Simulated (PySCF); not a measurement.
THF cation (C₄H₈O), SMILES C1CCOC1 (connectivity only; charge and spin as stated), charge +1, multiplicity 2. Atoms are numbered in the order given.

```xyz
13

C     -0.7387     0.2014     0.9987
C      0.7387    -0.2014     0.9987
C      1.1526     0.1090    -0.4245
O      0.0000     0.0000    -1.2178
C     -1.1526    -0.1090    -0.4245
H     -1.3402    -0.3467     1.7353
H     -0.8681     1.2784     1.1940
H      1.3402     0.3467     1.7353
H      0.8681    -1.2784     1.1940
H      1.9433    -0.4874    -0.9192
H      1.4787     1.1709    -0.5848
H     -1.4787    -1.1709    -0.5848
H     -1.9433     0.4874    -0.9192
```
Charge +1, spin multiplicity 2.

The structure is a stationary point at PBE0-D3(BJ)/def2-SVP. The spin state was assumed, not searched. One conformer was computed; it need not be the lowest.

Computed with PBE/pcH-1 (PySCF).

Unrestricted Kohn–Sham, ⟨S²⟩ = 0.752. Hyperfine tensors hold the contact and dipolar terms, without spin-orbit corrections.

Computed hyperfine couplings:
```csv
nucleus,A(iso) (MHz),A(iso) (G),dipolar principal values (MHz)
13C no. 1,-3.2,-1.1,"-2.6, -1.1, 3.7"
13C no. 2,-3.2,-1.1,"-2.6, -1.1, 3.7"
13C no. 3,-25.5,-9.1,"-12.4, -6.6, 18.9"
17O no. 4,-34.8,-12.4,"-192.6, 95.1, 97.5"
13C no. 5,-25.5,-9.1,"-12.4, -6.6, 18.9"
1H no. 6,-2.0,-0.7,"-2.6, -1.9, 4.5"
1H no. 7,21.8,7.8,"-2.9, -1.5, 4.5"
1H no. 8,-2.0,-0.7,"-2.6, -1.9, 4.5"
1H no. 9,21.8,7.8,"-2.9, -1.5, 4.5"
1H no. 10,133.4,47.6,"-9.0, -5.0, 14.1"
1H no. 11,292.8,104.5,"-10.5, -5.9, 16.4"
1H no. 12,292.8,104.5,"-10.5, -5.9, 16.4"
1H no. 13,133.4,47.6,"-9.0, -5.0, 14.1"
```
